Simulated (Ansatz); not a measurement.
The cluster Na9⁺, relaxed as a singlet with RKS r2SCAN/def2-SVP in Ansatz, starting from the GFN1-xTB geometry. Force threshold 0.02 eV/Å.

The restricted singlet is unstable towards broken spin symmetry in Hartree–Fock (as tested in another run); at r2SCAN/def2-SVP this wasn't settled. Another isomer (singlet) lies 0.03 eV lower at PBE0/def2-TZVP; other spin states weren't run for this one.

Start:

```xyz
9

Na   -2.2454    0.4708    0.0414
Na   -2.0444    0.6526    0.1838
Na    0.4472    1.6745   -2.9215
Na   -2.4480   -0.8008    2.1879
Na    0.2310   -3.6555    2.3717
Na   -0.8270   -2.5862    1.7522
Na    0.3201    2.9856    0.7823
Na    2.2200    1.0371   -1.5642
Na    4.3464    0.2218   -2.8337
```

(1) Estimate the energy that the relaxation releases and the steps that it takes.

(2) Does the start keep its bonding?

(3) Predict the relaxed structure.

Answers

(1) 137445.4 kJ/mol, in 37 steps; 4.5 min on 4 threads of Arm Neoverse V2 on a shared host. The force fell under the threshold at step 35, but the optimiser went on. No frequencies were taken in this run, so the end may be a saddle point.

(2) Bonds lost: Na1–Na7, Na2–Na6 (atoms count from 1). Bonds formed: Na1–Na5, Na1–Na8, Na1–Na9, Na2–Na8, Na4–Na7, Na6–Na7, Na6–Na8, Na6–Na9 (atoms count from 1). Metal–metal contacts that move far: Na1–Na3 4.18 to 3.39 Å.

(3) 
Cartesian coordinates in Å:
```
Na -0.9690 -1.0136 -0.9485
Na -2.1895 2.1150 -0.5388
Na -0.3573 0.8987 -3.6785
Na -2.1073 -0.5308 2.1994
Na -0.2093 -3.6562 1.0193
Na 1.6622 -0.5967 1.7844
Na 0.1526 2.5466 2.4444
Na 1.5896 1.8091 -0.7082
Na 2.4280 -1.5720 -1.5734
```
Bond lengths (bridged metal pairs left out): 21 × Na–Na 3.38 to 3.84 Å.
